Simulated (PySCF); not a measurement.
C₅H₉NSi.
Bonds: C1–N2 (double), N2–Si3, Si3–C4, C4–C5, C5–C6 (double), C6–C7, Si3–C7. Hydrogens: H8, H9 on C1; H10 on Si3; H11, H12 on C4; H13 on C5; H14 on C6; H15, H16 on C7.

The same species was optimised twice, with GFN2-xTB and with PBE0-D3(BJ)/def2-SVP (PySCF), and the same property calculations (PySCF, gas phase) were run on both structures.

```json
{"coordinate": "N2–Si3 (Å)", "GFN2-xTB": "1.721", "PBE0-D3(BJ)/def2-SVP": "1.760", "change": "+0.039"}
{"coordinate": "C5=C6 (Å)", "GFN2-xTB": "1.321", "PBE0-D3(BJ)/def2-SVP": "1.341", "change": "+0.020"}
{"coordinate": "C1=N2 (Å)", "GFN2-xTB": "1.248", "PBE0-D3(BJ)/def2-SVP": "1.261", "change": "+0.013"}
{"coordinate": "Si3–C4 (Å)", "GFN2-xTB": "1.903", "PBE0-D3(BJ)/def2-SVP": "1.892", "change": "-0.011"}
{"coordinate": "Si3–C7 (Å)", "GFN2-xTB": "1.904", "PBE0-D3(BJ)/def2-SVP": "1.893", "change": "-0.011"}
{"coordinate": "C4–C5 (Å)", "GFN2-xTB": "1.498", "PBE0-D3(BJ)/def2-SVP": "1.507", "change": "+0.009"}
{"coordinate": "C6–C7 (Å)", "GFN2-xTB": "1.498", "PBE0-D3(BJ)/def2-SVP": "1.507", "change": "+0.009"}
{"coordinate": "C1–N2–Si3 (°)", "GFN2-xTB": "133.7", "PBE0-D3(BJ)/def2-SVP": "125.2", "change": "-8.5"}
{"coordinate": "N2–Si3–C7 (°)", "GFN2-xTB": "107.7", "PBE0-D3(BJ)/def2-SVP": "110.8", "change": "+3.1"}
{"coordinate": "N2–Si3–C4 (°)", "GFN2-xTB": "108.1", "PBE0-D3(BJ)/def2-SVP": "110.8", "change": "+2.7"}
{"coordinate": "C4–Si3–C7 (°)", "GFN2-xTB": "94.0", "PBE0-D3(BJ)/def2-SVP": "96.3", "change": "+2.3"}
{"coordinate": "Si3–C4–C5 (°)", "GFN2-xTB": "103.5", "PBE0-D3(BJ)/def2-SVP": "102.3", "change": "-1.2"}
{"coordinate": "Si3–C7–C6 (°)", "GFN2-xTB": "103.5", "PBE0-D3(BJ)/def2-SVP": "102.3", "change": "-1.2"}
{"coordinate": "C4–C5–C6 (°)", "GFN2-xTB": "119.2", "PBE0-D3(BJ)/def2-SVP": "119.4", "change": "+0.2"}
{"coordinate": "C5–C6–C7 (°)", "GFN2-xTB": "119.2", "PBE0-D3(BJ)/def2-SVP": "119.4", "change": "+0.2"}
{"coordinate": "C1–N2–Si3–C4 (°)", "GFN2-xTB": "-130", "PBE0-D3(BJ)/def2-SVP": "-128", "change": "+2"}
```

Rotational constants: A = 4883, B = 1491, C = 1299 MHz (GFN2-xTB) against A = 4959, B = 1477, C = 1271 MHz (PBE0-D3(BJ)/def2-SVP). Point groups within 0.08 Å: Cs and Cs.

On the GFN2-xTB structure: isotropic polarisability (au) 91.4 [B3LYP/def2-SVPD]; HOMO (eV) -6.72 [B3LYP/def2-SVPD]; LUMO (eV) -1.15 [B3LYP/def2-SVPD]; dipole (D) 1.34 [B3LYP/def2-SVPD]; HOMO (eV) -6.92 [PBE0/pcSseg-1]; LUMO (eV) -0.84 [PBE0/pcSseg-1]; dipole (D) 1.54 [PBE0/pcSseg-1]; GIAO shielding of C1 (ppm) 14.3 [PBE0/pcSseg-1]; GIAO shielding of N2 (ppm) -162.2 [PBE0/pcSseg-1]; GIAO shielding of Si3 (ppm) 352.4 [PBE0/pcSseg-1]; GIAO shielding of C4/C7 (mean) (ppm) 163.7 [PBE0/pcSseg-1]; GIAO shielding of C5/C6 (mean) (ppm) 48.8 [PBE0/pcSseg-1].

Q: What do these properties become on the PBE0-D3(BJ)/def2-SVP structure?

A: 
| property | level | on GFN2-xTB | on PBE0-D3(BJ)/def2-SVP | change |
| --- | --- | --- | --- | --- |
| isotropic polarisability (au) | B3LYP/def2-SVPD | 91.4 | 92.2 | +0.8 |
| HOMO (eV) | B3LYP/def2-SVPD | -6.72 | -6.81 | -0.09 |
| LUMO (eV) | B3LYP/def2-SVPD | -1.15 | -1.13 | +0.02 |
| dipole (D) | B3LYP/def2-SVPD | 1.34 | 1.03 | -0.31 |
| energy, GFN2-xTB geometry as zero (kcal/mol) | B3LYP/def2-SVPD | 0.0 | -3.5 | -3.5 |
| HOMO (eV) | PBE0/pcSseg-1 | -6.92 | -7.00 | -0.08 |
| LUMO (eV) | PBE0/pcSseg-1 | -0.84 | -0.80 | +0.04 |
| dipole (D) | PBE0/pcSseg-1 | 1.54 | 1.19 | -0.35 |
| energy, GFN2-xTB geometry as zero (kcal/mol) | PBE0/pcSseg-1 | 0.0 | -2.5 | -2.5 |
| GIAO shielding of C1 (ppm) | PBE0/pcSseg-1 | 14.3 | 9.6 | -4.7 |
| GIAO shielding of N2 (ppm) | PBE0/pcSseg-1 | -162.2 | -169.4 | -7.2 |
| GIAO shielding of Si3 (ppm) | PBE0/pcSseg-1 | 352.4 | 332.4 | -20.0 |
| GIAO shielding of C4/C7 (mean) (ppm) | PBE0/pcSseg-1 | 163.7 | 165.0 | +1.3 |
| GIAO shielding of C5/C6 (mean) (ppm) | PBE0/pcSseg-1 | 48.8 | 43.8 | -5.0 |

The heavy atoms differ by 0.075 Å rms after alignment. Among bonds between heavy atoms N2–Si3 changes most (+0.039 Å). Changes are differences of the printed values. Neither structure is proved a minimum here.
